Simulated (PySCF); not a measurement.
CrO₃, charge +1, doublet (typed; the unrestricted solution is spin-contaminated), geometry from GFN2-xTB (such geometries of metal compounds can be far from the true shape) (the multiplicity is a formal guess); DF-CAMB3LYP/STO-3G (PySCF).

Input for PySCF:
```python
from pyscf import gto, scf, dft

mol = gto.Mole()
mol.atom = '''
    Cr    0.145434   -0.127796   -0.171914
    O    -1.177088   -0.916804    0.075688
    O    -0.189142    1.290126   -0.729105
    O     0.929926    0.010065    1.169158
'''
mol.basis = 'sto-3g'
mol.charge = 1
mol.spin = 1
mol.verbose = 4
mol.build()

mf = dft.UKS(mol)
mf.xc = 'camb3lyp'
mf = mf.density_fit(auxbasis='def2-universal-jkfit')
mf.kernel()
```

Q: What does PySCF print? Leave out banner, timings and long lists.

A: 
```
PySCF version 2.14.0

[INPUT] verbose = 4
[INPUT] num. atoms = 4
[INPUT] num. electrons = 47
[INPUT] charge = 1
[INPUT] spin (= nelec alpha-beta = 2S) = 1
[INPUT] symmetry False subgroup None
[INPUT] Mole.unit = angstrom
[INPUT] Symbol           X                Y                Z      unit          X                Y                Z       unit  Magmom
[INPUT]  1 Cr     0.145434000000  -0.127796000000  -0.171914000000 AA    0.274830429200  -0.241499439815  -0.324870376978 Bohr   0.0
[INPUT]  2 O     -1.177088000000  -0.916804000000   0.075688000000 AA   -2.224373944512  -1.732508469906   0.143029590916 Bohr   0.0
[INPUT]  3 O     -0.189142000000   1.290126000000  -0.729105000000 AA   -0.357426578652   2.437984806181  -1.377808766051 Bohr   0.0
[INPUT]  4 O      0.929926000000   0.010065000000   1.169158000000 AA    1.757305456112   0.019020093444   2.209388416344 Bohr   0.0

nuclear repulsion = 235.285542706472
number of shells = 17
number of NR pGTOs = 99
number of NR cGTOs = 33
basis = sto-3g
ecp = {}

******** <class 'pyscf.df.df_jk.DFUKS'> ********
method = DFUKS
initial guess = minao
damping factor = 0
level_shift factor = 0
DIIS = <class 'pyscf.scf.diis.CDIIS'>
diis_start_cycle = 1
diis_space = 8
diis_damp = 0
SCF conv_tol = 1e-09
SCF conv_tol_grad = None
SCF max_cycles = 50
direct_scf = False
number electrons alpha = 24  beta = 23
XC library pyscf.dft.libxc version 7.1.2
    S. Lehtola, C. Steigemann, M. J. T. Oliveira, and M. A. L. Marques,  SoftwareX 7, 1–5 (2018)
XC functionals = camb3lyp
    T. Yanai, D. P. Tew, and N. C. Handy,  Chem. Phys. Lett. 393, 51 (2004)
radial grids:
    Treutler-Ahlrichs [JCP 102, 346 (1995); DOI:10.1063/1.469408] (M4) radial grids

becke partition: Becke, JCP 88, 2547 (1988); DOI:10.1063/1.454033
pruning grids: <function nwchem_prune>
grids dens level: 3
symmetrized grids: False
atomic radii adjust function: <function treutler_atomic_radii_adjust>
small_rho_cutoff = 0
Set gradient conv threshold to 3.16228e-05
tot grids = 63152
******** <class 'pyscf.df.df.DF'> ********
auxbasis = def2-universal-jkfit
Create RSH-DF object <pyscf.df.df.DF object> for omega=0.33
******** <class 'pyscf.df.df.DF'> ********
auxbasis = auxmol.basis = def2-universal-jkfit
init E= -1255.12265731272

cycle= 1 E= -1254.55778147676  delta_E= 0.565  |g|= 1.46  |ddm|= 2.66
cycle= 2 E= -1241.44130105143  delta_E= 13.1  |g|= 4.11  |ddm|= 4.52
cycle= 3 E= -1255.28796056264  delta_E= -13.8  |g|= 1.03  |ddm|= 4.24
cycle= 4 E= -1255.33351755014  delta_E= -0.0456  |g|=    1  |ddm|= 0.172
cycle= 5 E= -1255.32529312276  delta_E= 0.00822  |g|= 1.01  |ddm|= 0.0819
cycle= 6 E= -1255.35852509307  delta_E= -0.0332  |g|= 0.98  |ddm|= 0.126
cycle= 7 E= -1255.41826699794  delta_E= -0.0597  |g|= 0.907  |ddm|= 0.253
cycle= 8 E= -1255.43428902566  delta_E= -0.016  |g|= 0.888  |ddm|= 0.148
cycle= 9 E= -1255.45476599192  delta_E= -0.0205  |g|= 0.849  |ddm|= 0.222
cycle= 10 E= -1255.50246809439  delta_E= -0.0477  |g|= 0.766  |ddm|= 0.166
cycle= 11 E= -1255.66123038557  delta_E= -0.159  |g|= 0.368  |ddm|= 0.561
cycle= 12 E= -1255.71261634636  delta_E= -0.0514  |g|= 0.101  |ddm|= 0.439
cycle= 13 E= -1255.72899049336  delta_E= -0.0164  |g|= 0.0792  |ddm|= 0.159
cycle= 14 E= -1255.74705905348  delta_E= -0.0181  |g|= 0.0572  |ddm|= 0.259
cycle= 15 E= -1255.75675683994  delta_E= -0.0097  |g|= 0.0478  |ddm|= 0.17
cycle= 16 E= -1255.76715933982  delta_E= -0.0104  |g|= 0.0474  |ddm|= 0.228
cycle= 17 E= -1255.77418772907  delta_E= -0.00703  |g|= 0.0311  |ddm|=  0.2
cycle= 18 E= -1255.77905647656  delta_E= -0.00487  |g|= 0.0716  |ddm|= 0.398
cycle= 19 E= -1255.77980773662  delta_E= -0.000751  |g|= 0.0546  |ddm|= 0.021
cycle= 20 E= -1255.78100381124  delta_E= -0.0012  |g|= 0.0229  |ddm|= 0.0863
cycle= 21 E= -1255.78122966866  delta_E= -0.000226  |g|= 0.00162  |ddm|= 0.0257
cycle= 22 E= -1255.78123599004  delta_E= -6.32e-06  |g|= 0.00275  |ddm|= 0.0116
cycle= 23 E= -1255.78123892061  delta_E= -2.93e-06  |g|= 0.00115  |ddm|= 0.00607
cycle= 24 E= -1255.78123968563  delta_E= -7.65e-07  |g|= 0.000394  |ddm|= 0.00236
cycle= 25 E= -1255.78123986573  delta_E= -1.8e-07  |g|= 0.000199  |ddm|= 0.00107
cycle= 26 E= -1255.78124003527  delta_E= -1.7e-07  |g|= 0.000143  |ddm|= 0.00127
cycle= 27 E= -1255.78124014719  delta_E= -1.12e-07  |g|= 0.000105  |ddm|= 0.000944
cycle= 28 E= -1255.781240383  delta_E= -2.36e-07  |g|= 6.48e-05  |ddm|= 0.00279
cycle= 29 E= -1255.78124045354  delta_E= -7.05e-08  |g|= 3.92e-05  |ddm|= 0.00144
cycle= 30 E= -1255.78124049099  delta_E= -3.75e-08  |g|= 2e-05  |ddm|= 0.00139
cycle= 31 E= -1255.78124049701  delta_E= -6.02e-09  |g|= 1.19e-05  |ddm|= 0.000534
cycle= 32 E= -1255.78124049805  delta_E= -1.03e-09  |g|= 1.09e-05  |ddm|= 0.000116
cycle= 33 E= -1255.78124049872  delta_E= -6.77e-10  |g|= 6.27e-06  |ddm|= 0.00027
Extra cycle  E= -1255.78124049862  delta_E= 1.07e-10  |g|= 1.94e-05  |ddm|= 1.99e-05
converged SCF energy = -1255.78124049862  <S^2> = 0.87710045  2S+1 = 2.1232997
```
